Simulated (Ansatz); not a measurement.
`COc1ccc(-c2ccc(/C=C/c3ccc(/C=C/c4ccc(/C=C/c5ccc(C(F)=C(F)F)cc5)cc4)cc3)cc2)cc1` with charge +1. The state is a doublet with charge 1. Geometry r2SCAN-D4/def2-SVP, that of the neutral singlet; atoms count from 1.

```xyz
72

C    14.842   -3.296    3.195
O    13.819   -3.424    4.157
C    12.560   -3.070    3.806
C    11.574   -3.225    4.796
C    10.255   -2.886    4.529
C     9.862   -2.385    3.269
C     8.459   -2.022    2.991
C     7.903   -2.177    1.702
C     6.586   -1.831    1.432
C     5.745   -1.307    2.439
C     4.361   -0.918    2.215
C     3.665   -1.008    1.052
C     2.285   -0.608    0.829
C     1.713   -0.794   -0.452
C     0.405   -0.427   -0.731
C    -0.416    0.154    0.262
C    -1.790    0.567    0.036
C    -2.504    0.437   -1.114
C    -3.875    0.861   -1.338
C    -4.660    1.530   -0.371
C    -5.964    1.912   -0.648
C    -6.570    1.649   -1.900
C    -7.941    2.073   -2.123
C    -8.690    1.861   -3.237
C   -10.062    2.291   -3.458
C   -10.710    1.932   -4.661
C   -12.020    2.305   -4.933
C   -12.752    3.068   -3.999
C   -14.126    3.500   -4.207
F   -14.679    4.215   -3.206
C   -14.938    3.290   -5.264
F   -14.598    2.618   -6.346
F   -16.170    3.736   -5.330
C   -12.113    3.436   -2.794
C   -10.804    3.057   -2.532
C    -5.785    0.983   -2.868
C    -4.480    0.603   -2.592
C     0.156    0.340    1.543
C     1.464   -0.029    1.822
C     6.302   -1.155    3.727
C     7.622   -1.503    3.998
C    10.862   -2.240    2.293
C    12.195   -2.573    2.545
H    15.767   -3.638    3.677
H    14.645   -3.921    2.305
H    14.970   -2.247    2.873
H    11.874   -3.627    5.767
H     9.500   -3.040    5.306
H     8.515   -2.607    0.904
H     6.199   -1.979    0.420
H     3.854   -0.513    3.100
H     4.168   -1.420    0.170
H     2.327   -1.239   -1.242
H     0.013   -0.588   -1.739
H    -2.275    1.028    0.905
H    -2.025   -0.037   -1.979
H    -4.238    1.760    0.611
H    -6.547    2.431    0.120
H    -8.394    2.612   -1.282
H    -8.246    1.307   -4.072
H   -10.162    1.338   -5.399
H   -12.474    1.999   -5.877
H   -12.663    4.029   -2.061
H   -10.348    3.367   -1.589
H    -6.203    0.763   -3.854
H    -3.894    0.090   -3.362
H    -0.456    0.789    2.332
H     1.858    0.139    2.828
H     5.680   -0.742    4.527
H     8.023   -1.341    5.002
H    10.603   -1.826    1.314
H    12.939   -2.428    1.759
```

Single mean-field runs in def2-SVP are fitted with def2-universal-jkfit.

Estimate the Mulliken populations of the heavy atoms from the PBE0/def2-SVP orbitals of Ansatz.


```tsv
atom	charge (e)	spin (α − β)
C1	0.09	0.00
O2	-0.33	0.02
C3	0.23	0.04
C4	-0.03	0.00
C5	-0.02	0.02
C6	0.02	0.01
C7	0.04	0.08
C8	-0.02	-0.02
C9	-0.01	0.04
C10	0.02	0.02
C11	0.02	0.09
C12	0.00	0.03
C13	0.03	0.07
C14	-0.02	0.00
C15	0.00	0.02
C16	0.03	0.06
C17	0.01	0.04
C18	0.02	0.08
C19	0.02	0.02
C20	0.00	0.04
C21	-0.02	-0.02
C22	0.03	0.09
C23	0.00	-0.02
C24	0.02	0.11
C25	0.02	-0.02
C26	-0.03	0.05
C27	-0.01	-0.03
C28	-0.03	0.07
C29	0.18	-0.03
F30	-0.20	0.00
C31	0.37	0.06
F32	-0.15	0.01
F33	-0.13	0.01
C34	-0.01	-0.03
C35	-0.01	0.05
C36	-0.01	-0.02
C37	-0.02	0.03
C38	-0.02	0.01
C39	0.00	0.01
C40	-0.02	0.04
C41	-0.02	-0.02
C42	-0.02	0.03
C43	-0.10	-0.01
```
Mulliken values depend strongly on the basis.

Where does the spin sit?

Summed by element: C 0.99, O 0.02, F 0.01, H -0.03, of 1 unpaired in all. Largest on single atoms: C24 0.11, C11 0.09, C22 0.09.

And the Mayer bond orders between heavy atoms (over 0.3, the first 40 of 47)?

C1–O2 0.93 (1.41 Å); O2–C3 1.15 (1.35 Å); C3–C4 1.32 (1.41 Å); C3–C43 1.28 (1.40 Å); C4–C5 1.45 (1.39 Å); C5–C6 1.31 (1.41 Å); C6–C7 1.05 (1.48 Å); C6–C42 1.35 (1.41 Å); C7–C8 1.31 (1.41 Å); C7–C41 1.33 (1.41 Å); C8–C9 1.48 (1.39 Å); C9–C10 1.28 (1.41 Å); C10–C11 1.17 (1.46 Å); C10–C40 1.28 (1.41 Å); C11–C12 1.57 (1.36 Å); C12–C13 1.18 (1.45 Å); C13–C14 1.27 (1.42 Å); C13–C39 1.28 (1.41 Å); C14–C15 1.49 (1.39 Å); C15–C16 1.27 (1.41 Å); C16–C17 1.18 (1.45 Å); C16–C38 1.26 (1.42 Å); C17–C18 1.57 (1.36 Å); C18–C19 1.18 (1.45 Å); C19–C20 1.28 (1.41 Å); C19–C37 1.27 (1.42 Å); C20–C21 1.48 (1.39 Å); C21–C22 1.27 (1.42 Å); C22–C23 1.16 (1.45 Å); C22–C36 1.28 (1.41 Å); C23–C24 1.60 (1.36 Å); C24–C25 1.15 (1.45 Å); C25–C26 1.29 (1.41 Å); C25–C35 1.30 (1.41 Å); C26–C27 1.45 (1.39 Å); C27–C28 1.31 (1.41 Å); C28–C29 1.06 (1.45 Å); C28–C34 1.31 (1.41 Å); C29–F30 1.05 (1.35 Å); C29–C31 1.58 (1.35 Å).
